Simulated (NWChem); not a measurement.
All runs are NWChem calculations. System: BrFPb, charge 0, spin multiplicity 1, at a geometry optimised with PBE/def2-SVP with def2 effective core potentials on Pb. The structure started from a generated list of species. Level: RHF/def2-SVP with def2 effective core potentials on Pb, spin-restricted.

The NWChem input:

```
start mol
memory heap 200 mb stack 800 mb global 1000 mb
geometry units angstroms nocenter noautoz noautosym
  Pb    -0.566937    -0.453266     0.000000
  F      0.771830    -2.045078     0.000000
  Br     1.129783     1.587814     0.000000
end
basis spherical
  * library def2-svp
end
ecp
  Pb library def2-ecp
end
scf
  rhf
  nopen 0
  maxiter 100
  thresh 1e-7
  semidirect memsize 60000000 filesize 0
end
task scf energy
```

Part of the output:

```
             Northwest Computational Chemistry Package (NWChem) 7.3.0
             --------------------------------------------------------

                                NWChem Input Module
                                -------------------

 Scaling coordinates for geometry "geometry" by  1.889725989
 (inverse scale =  0.529177249)

                             Geometry "geometry" -> ""
                             -------------------------

 Output coordinates in angstroms (scale by  1.889725989 to convert to a.u.)

  No.       Tag          Charge          X              Y              Z
 ---- ---------------- ---------- -------------- -------------- --------------
    1 Pb                  82.0000    -0.56693700    -0.45326600     0.00000000
    2 F                    9.0000     0.77183000    -2.04507800     0.00000000
    3 Br                  35.0000     1.12978300     1.58781400     0.00000000

 Effective nuclear repulsion energy (a.u.)     805.6224334108

            Nuclear Dipole moment (a.u.)
            ----------------------------
        X                 Y               Z
 ---------------- ---------------- ----------------
     0.0000774788    -0.0000453534     0.0000000000


 Summary of "ao basis" -> "" (spherical)
 ------------------------------------------------------------------------------
       Tag                 Description            Shells   Functions and Types
 ---------------- ------------------------------  ------  ---------------------
 *                          def2-svp                  on all atoms

 Summary of "ao basis" -> "ao basis" (spherical)
 ------------------------------------------------------------------------------
       Tag                 Description            Shells   Functions and Types
 ---------------- ------------------------------  ------  ---------------------
 Pb                         def2-svp                10       26   4s4p2d
 F                          def2-svp                 6       14   3s2p1d
 Br                         def2-svp                12       32   5s4p3d

                                 NWChem SCF Module
[...]
    50     -0.292308  3 Br py                55     -0.279907  3 Br px
    52     -0.231921  3 Br px                49      0.154702  3 Br px

 Vector   33  Occ=2.000000D+00  E=-3.857212D-01
              MO Center=  4.2D-01,  7.2D-01, -9.4D-16, r^2= 4.2D+00
   Bfn.  Coefficient  Atom+Function         Bfn.  Coefficient  Atom+Function
  ----- ------------  ---------------      ----- ------------  ---------------
    55      0.495244  3 Br px                52      0.396951  3 Br px
     3      0.351671  1 Pb s                 49     -0.268354  3 Br px
     1     -0.253969  1 Pb s                  4      0.252732  1 Pb s
    11     -0.239297  1 Pb px                56      0.165589  3 Br py

 Vector   34  Occ=0.000000D+00  E=-1.693075D-02
              MO Center= -5.8D-01, -3.9D-01,  2.2D-15, r^2= 4.2D+00
   Bfn.  Coefficient  Atom+Function         Bfn.  Coefficient  Atom+Function
  ----- ------------  ---------------      ----- ------------  ---------------
    16      0.703809  1 Pb pz                13      0.437122  1 Pb pz
    57     -0.224131  3 Br pz                10     -0.172448  1 Pb pz
     7     -0.169036  1 Pb pz

 Vector   35  Occ=0.000000D+00  E= 6.504874D-02
              MO Center= -6.8D-01, -4.6D-01, -2.3D-15, r^2= 5.4D+00
   Bfn.  Coefficient  Atom+Function         Bfn.  Coefficient  Atom+Function
  ----- ------------  ---------------      ----- ------------  ---------------
    15      0.774998  1 Pb py                14      0.626371  1 Pb px
    45     -0.487532  3 Br s                 56      0.404584  3 Br py
    55      0.354279  3 Br px                 3      0.307217  1 Pb s
    12      0.277861  1 Pb py                11      0.196705  1 Pb px
     1     -0.165309  1 Pb s

 Vector   36  Occ=0.000000D+00  E= 7.525431D-02
              MO Center= -6.8D-01, -2.9D-01,  1.2D-16, r^2= 4.9D+00
   Bfn.  Coefficient  Atom+Function         Bfn.  Coefficient  Atom+Function
  ----- ------------  ---------------      ----- ------------  ---------------
    14      0.651874  1 Pb px                15     -0.633997  1 Pb py
     3      0.388421  1 Pb s                 29     -0.340457  2 F  s
    11      0.203416  1 Pb px                 1     -0.187621  1 Pb s
    56      0.177492  3 Br py

 center of mass
 --------------
 x =  -0.07978936 y =  -0.03835834 z =   0.00000000

 moments of inertia (a.u.)
 ------------------
        1155.389118945589        -594.776341876634           0.000000000000
        -594.776341876634         641.449444674358           0.000000000000
           0.000000000000           0.000000000000        1796.838563619946

  Mulliken analysis of the total density
  --------------------------------------

    Atom       Charge   Shell Charges
 -----------   ------   -------------------------------------------------------
    1 Pb  22    20.89   2.99 -0.94  1.28  0.55  3.37  2.62  0.63  0.26  9.78  0.35
    2 F    9     9.63   1.99  1.10  0.87  3.30  2.36  0.00
    3 Br  35    35.48   2.00  2.00  2.00  1.33  0.65  6.00  5.99  2.27  3.24  8.23  1.73  0.06

       Multipole analysis of the density wrt the origin
       ------------------------------------------------

     L   x y z        total         open         nuclear
     -   - - -        -----         ----         -------
     0   0 0 0     -0.000000      0.000000     66.000000

     1   1 0 0     -2.144424      0.000000     64.281412
     1   0 1 0     -0.032028      0.000000     51.392867
     1   0 0 1      0.000000      0.000000      0.000000

     2   2 0 0    -38.605860      0.000000    203.932831
     2   1 1 0      1.976985      0.000000    193.670685
     2   1 0 1      0.000000      0.000000      0.000000
     2   0 2 0    -45.849328      0.000000    465.671654
     2   0 1 1      0.000000      0.000000      0.000000
     2   0 0 2    -34.375941      0.000000      0.000000

 Task  times  cpu:        2.6s     wall:        2.6s

 Total times  cpu:        2.6s     wall:        2.6s
```
